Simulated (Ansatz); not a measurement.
PbS2. Total charge 0; singlet. Geometry PBE-D4/def2-TZVP.

```csv
atom,x (Å),y (Å),z (Å)
Pb1,1.133,0.760,0.649
S2,0.021,-1.294,-0.280
S3,-1.154,0.534,-0.368
```

In the def2 sets Pb takes a core potential; there is no spin–orbit coupling. B3LYP takes the VWN-RPA correlation. The structure comes from a short search, and lower isomers may exist.

Problem. Estimate the orbital energies around the gap (eV) in Ansatz with r2SCAN-D4/def2-TZVP, r2SCAN-D4/def2-TZVPD, B3LYP-D4/def2-TZVP, PBE0-D4/def2-TZVP, PBE0-D4/def2-TZVPD.

Solution. 
```tsv
orbital	r2SCAN-D4/def2-TZVP	r2SCAN-D4/def2-TZVPD	B3LYP-D4/def2-TZVP	PBE0-D4/def2-TZVP	PBE0-D4/def2-TZVPD
HOMO−5	-13.04	-13.08	-13.75	-14.03	-14.08
HOMO−4	-8.68	-8.73	-9.17	-9.44	-9.50
HOMO−3	-7.59	-7.63	-8.23	-8.53	-8.58
HOMO−2	-7.55	-7.60	-8.05	-8.28	-8.33
HOMO−1	-6.32	-6.37	-6.84	-7.06	-7.11
HOMO	-4.79	-4.84	-5.46	-5.68	-5.74
LUMO	-3.39	-3.43	-3.12	-2.88	-2.93
LUMO+1	-1.90	-1.94	-1.67	-1.45	-1.52
LUMO+2	-1.75	-1.84	-1.14	-0.91	-1.06
LUMO+3	-0.74	-0.89	-0.73	-0.48	-0.75
LUMO+4	2.71	0.41	2.31	2.50	0.29
LUMO+5	3.13	1.48	2.66	2.86	1.27
```
